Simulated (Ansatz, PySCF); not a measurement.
Breaking a bond: AlH, singlet.

Methods: RHF/3-21G = PySCF with restricted Hartree-Fock/3-21G; RKS-B3LYP/6-31G* = restricted B3LYP/6-31G*, spherical d (PySCF 2.14.0); RKS-B3LYP = restricted B3LYP/aug-cc-pVTZ (Ansatz, a first-principles code).

Energies are in mEh, each relative to the lowest point of its own curve near equilibrium.

```json
[
 {"R / Å": "1.23", "RHF/3-21G": "71.5", "RKS-B3LYP/6-31G*": "67.8", "RKS-B3LYP": "63.9"},
 {"R / Å": "1.34", "RHF/3-21G": "34.5", "RKS-B3LYP/6-31G*": "32.0", "RKS-B3LYP": "29.8"},
 {"R / Å": "1.41", "RHF/3-21G": "19.6", "RKS-B3LYP/6-31G*": "17.9", "RKS-B3LYP": "16.4"},
 {"R / Å": "1.51", "RHF/3-21G": "6.7", "RKS-B3LYP/6-31G*": "5.9", "RKS-B3LYP": "?"},
 {"R / Å": "1.56", "RHF/3-21G": "3.0", "RKS-B3LYP/6-31G*": "?", "RKS-B3LYP": "2.2"},
 {"R / Å": "1.60", "RHF/3-21G": "1.2", "RKS-B3LYP/6-31G*": "1.0", "RKS-B3LYP": "0.8"},
 {"R / Å": "1.66", "RHF/3-21G": "0.0", "RKS-B3LYP/6-31G*": "0.0", "RKS-B3LYP": "0.0"},
 {"R / Å": "1.70", "RHF/3-21G": "0.0", "RKS-B3LYP/6-31G*": "0.1", "RKS-B3LYP": "?"},
 {"R / Å": "1.79", "RHF/3-21G": "2.1", "RKS-B3LYP/6-31G*": "2.1", "RKS-B3LYP": "2.3"},
 {"R / Å": "1.85", "RHF/3-21G": "4.6", "RKS-B3LYP/6-31G*": "4.4", "RKS-B3LYP": "4.7"},
 {"R / Å": "1.91", "RHF/3-21G": "7.8", "RKS-B3LYP/6-31G*": "7.4", "RKS-B3LYP": "7.7"},
 {"R / Å": "2.05", "RHF/3-21G": "17.1", "RKS-B3LYP/6-31G*": "16.0", "RKS-B3LYP": "16.1"},
 {"R / Å": "2.25", "RHF/3-21G": "32.9", "RKS-B3LYP/6-31G*": "30.2", "RKS-B3LYP": "29.9"},
 {"R / Å": "2.51", "RHF/3-21G": "54.9", "RKS-B3LYP/6-31G*": "49.3", "RKS-B3LYP": "48.4"},
 {"R / Å": "2.74", "RHF/3-21G": "74.3", "RKS-B3LYP/6-31G*": "65.4", "RKS-B3LYP": "63.7"},
 {"R / Å": "2.98", "RHF/3-21G": "93.6", "RKS-B3LYP/6-31G*": "80.7", "RKS-B3LYP": "78.1"},
 {"R / Å": "3.33", "RHF/3-21G": "119.4", "RKS-B3LYP/6-31G*": "100.0", "RKS-B3LYP": "95.9"},
 {"R / Å": "3.71", "RHF/3-21G": "?", "RKS-B3LYP/6-31G*": "116.9", "RKS-B3LYP": "111.3"},
 {"R / Å": "4.07", "RHF/3-21G": "164.3", "RKS-B3LYP/6-31G*": "129.4", "RKS-B3LYP": "122.6"},
 {"R / Å": "4.41", "RHF/3-21G": "?", "RKS-B3LYP/6-31G*": "138.8", "RKS-B3LYP": "130.8"},
 {"R / Å": "5.04", "RHF/3-21G": "204.1", "RKS-B3LYP/6-31G*": "151.1", "RKS-B3LYP": "141.6"},
 {"R / Å": "5.77", "RHF/3-21G": "?", "RKS-B3LYP/6-31G*": "159.6", "RKS-B3LYP": "149.2"},
 {"R / Å": "6.61", "RHF/3-21G": "232.4", "RKS-B3LYP/6-31G*": "164.7", "RKS-B3LYP": "154.3"}
]
```

**Question.** Fill in the missing entries.

**Answer.** 
- 1.51, RKS-B3LYP: 5.2
- 1.56, RKS-B3LYP/6-31G*: 2.6
- 1.70, RKS-B3LYP: 0.2
- 3.71, RHF/3-21G: 144.1
- 4.41, RHF/3-21G: 180.7
- 5.77, RHF/3-21G: 221.2

The restricted form behind RHF/3-21G, RKS-B3LYP/6-31G*, RKS-B3LYP keeps the bonding electrons paired and can't separate into open-shell fragments.
